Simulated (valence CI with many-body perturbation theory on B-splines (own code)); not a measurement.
**Yb⁴⁹⁺: what the settings do**

Computed by valence CI with perturbative core correlation (CI+MBPT): three valence electrons over a frozen Dirac-Fock core [Ar], radial functions for each j: 6 s, 6 p, 5 d, 5 f, 1 g, with the one-electron correlation potential Σ1, the two-electron term Σ2, the three-electron term Σ3, Breit, model QED; selected CI, second order for the rest, scaled by the run's own slope (own B-spline code, finite nucleus).

No measured spectrum was set against this ion. As an estimate, large intervals hold to a few tenths of a per cent, small ones and those within an open d or f shell to about a per cent. Only levels of the ground parity were solved; by the run's estimate the other parity begins above the list, which can be wrong where configurations are misplaced.

The reference run has the lowest level (3d3/2^3) J=3/2 and an ionisation energy of 4364.96 eV. Its largest variational space holds 2196 state functions.

Levels are named by their leading jj configuration (3d3/2^4 stands for four electrons in 3d with j = 3/2), which in mixed levels can hold well under half, so a name can repeat and another be missing. Letters in brackets count levels of one name in rising energy.

Changed runs:
A. highest l in the core sums 6 → 3
B. core polarisation of operators on → off
C. three-electron term on → off; lowest core n in screening and Σ2 1 → 4
D. scale of Σ1 1 → 0 (bad on purpose)

Excitation energies of the reference run in cm⁻¹, and shifts in cm⁻¹:

```csv
Level,Reference,A,B,D
(3d3/2^2 3d5/2) J=5/2 [a],394943,+318,0,-1798
(3d3/2^2 3d5/2) J=3/2,443891,+67,0,-1795
(3d3/2^2 3d5/2) J=7/2,470081,+345,0,-1870
(3d3/2^2 3d5/2) J=9/2,472018,+549,0,-1825
(3d3/2^2 3d5/2) J=1/2,483679,-95,0,-1833
(3d3/2^2 3d5/2) J=5/2 [b],654032,-317,0,-2036
(3d3/2 3d5/2^2) J=7/2 [a],857353,+398,0,-3602
(3d3/2 3d5/2^2) J=9/2,890844,+547,0,-3654
(3d3/2 3d5/2^2) J=3/2 [a],929884,-62,0,-3669
(3d3/2 3d5/2^2) J=1/2,951900,-168,0,-3688
(3d3/2 3d5/2^2) J=11/2,963930,+720,0,-3678
(3d3/2 3d5/2^2) J=5/2 [a],967565,-29,0,-3615
Ionisation energy (eV),4364.96,+0.82,0,-2.66
```

No effect on these energies: B.

Run C: It gave no result: the setting left no core shell for the response of the core. The program said: "need at least one array to concatenate".
